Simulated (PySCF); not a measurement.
Electron correlation in Ir(2+) (iridium, charge +2)

[Xe] 4f14 5d6 6s1, high-spin 6D determinant (an excited configuration). Computed with PySCF 2.14 in x2c-TZVPPall (11s7p7d3f1g, 97 functions), with scalar relativity by spin-free X2C-1e. Frozen: [Xe] 4f14; 7 electrons correlated.

```json
{"level": "CCSD", "correlation energy (mhartree)": "-122.23"}
{"level": "(T)", "correlation energy (mhartree)": "-2.64"}
{"level": "CCSD(T)", "correlation energy (mhartree)": "-124.87"}
```

Diagnostics: T1 = 0.0039, D1 = 0.0105, largest double amplitude 0.024.

Spin-orbit coupling, absent here, splits the open shell strongly.

Cost of the coupled-cluster step: of the order of 4 core-seconds, for 7 correlated electrons.

Iterations:

```
CC2 = 0
CCSD nocc = (np.int64(6), np.int64(1)), nmo = (63, 63)
frozen orbitals [[0, 1, 2, 3, 4, 5, 6, 7, 8, 9, 10, 11, 12, 13, 14, 15, 16, 17, 18, 19, 20, 21, 22, 23, 24, 25, 26, 27, 28, 29, 30, 31, 32, 33], [0, 1, 2, 3, 4, 5, 6, 7, 8, 9, 10, 11, 12, 13, 14, 15, 16, 17, 18, 19, 20, 21, 22, 23, 24, 25, 26, 27, 28, 29, 30, 31, 32, 33]]
max_cycle = 100
direct = 0
conv_tol = 1e-08
conv_tol_normt = 1e-06
diis_space = 8
diis_start_cycle = 0
Init t2, MP2 energy = -0.116718139751857
Init E_corr(UCCSD) = -0.11671813975202
cycle = 1  E_corr(UCCSD) = -0.121396214262844  dE = -0.00467807451  norm(t1,t2) = 0.0173599
cycle = 2  E_corr(UCCSD) = -0.122001481447963  dE = -0.000605267185  norm(t1,t2) = 0.00525279
cycle = 3  E_corr(UCCSD) = -0.122238987097298  dE = -0.000237505649  norm(t1,t2) = 0.00200054
cycle = 4  E_corr(UCCSD) = -0.12223032139219  dE = 8.66570511e-06  norm(t1,t2) = 0.000353646
cycle = 5  E_corr(UCCSD) = -0.122233259622951  dE = -2.93823076e-06  norm(t1,t2) = 6.78303e-05
cycle = 6  E_corr(UCCSD) = -0.122233237920962  dE = 2.17019892e-08  norm(t1,t2) = 1.25711e-05
cycle = 7  E_corr(UCCSD) = -0.122233201291308  dE = 3.66296539e-08  norm(t1,t2) = 2.47216e-06
cycle = 8  E_corr(UCCSD) = -0.12223320006804  dE = 1.22326885e-09  norm(t1,t2) = 4.59019e-07
UCCSD converged
E(UCCSD) = -17823.15768717005  E_corr = -0.1222332000680395
UCCSD(T) correction = -0.00264362374764302
```
